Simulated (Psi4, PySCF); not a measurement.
Input for PySCF:
```python
from pyscf import gto, scf, dft

mol = gto.Mole()
mol.atom = '''
    C     3.769961   -0.037798   -0.257341
    C     2.695692    0.754186    0.515954
    C     1.496995   -0.065047    0.792347
    C     0.356526   -0.147015   -0.140765
    C    -0.993272    0.037091    0.575782
    C    -2.167713   -0.228158   -0.340115
    C    -3.465233    0.390819    0.120887
    O    -2.079270   -0.877772   -1.350242
    H     4.641592    0.586949   -0.437933
    H     3.372796   -0.371515   -1.212511
    H     4.077186   -0.910528    0.313446
    H     3.141187    1.097967    1.454141
    H     2.423093    1.629608   -0.079321
    H     1.517618   -0.743153    1.629915
    H     0.315502   -1.128461   -0.635074
    H     0.452242    0.606528   -0.925193
    H    -1.070693    1.038311    1.002647
    H    -1.061267   -0.677885    1.400970
    H    -4.300352   -0.026956   -0.434986
    H    -3.424356    1.463525   -0.061471
    H    -3.608122    0.233314    1.186806
'''
mol.basis = 'sto-3g'
mol.charge = 0
mol.spin = 1
mol.verbose = 4
mol.build()

mf = dft.UKS(mol)
mf.xc = 'r2scan'
mf.grids.atom_grid = (99, 590)
mf.grids.prune = None
mf.kernel()
```

Task: Give the equivalent Psi4 input.

Result: Several could match; the one computed here: 
```
memory 2 GB

molecule mol {
0 2
C     3.769961   -0.037798   -0.257341
C     2.695692    0.754186    0.515954
C     1.496995   -0.065047    0.792347
C     0.356526   -0.147015   -0.140765
C    -0.993272    0.037091    0.575782
C    -2.167713   -0.228158   -0.340115
C    -3.465233    0.390819    0.120887
O    -2.079270   -0.877772   -1.350242
H     4.641592    0.586949   -0.437933
H     3.372796   -0.371515   -1.212511
H     4.077186   -0.910528    0.313446
H     3.141187    1.097967    1.454141
H     2.423093    1.629608   -0.079321
H     1.517618   -0.743153    1.629915
H     0.315502   -1.128461   -0.635074
H     0.452242    0.606528   -0.925193
H    -1.070693    1.038311    1.002647
H    -1.061267   -0.677885    1.400970
H    -4.300352   -0.026956   -0.434986
H    -3.424356    1.463525   -0.061471
H    -3.608122    0.233314    1.186806
}

set {
  basis sto-3g
  reference uks
  scf_type pk
  puream true
  d_convergence 1e-8
  dft_radial_points 99
  dft_spherical_points 590
}

energy('r2scan')
print_variables()
```

Both were run: PySCF gave -345.215196 Eh and Psi4 -345.215214 Eh, 0.018 mEh apart.
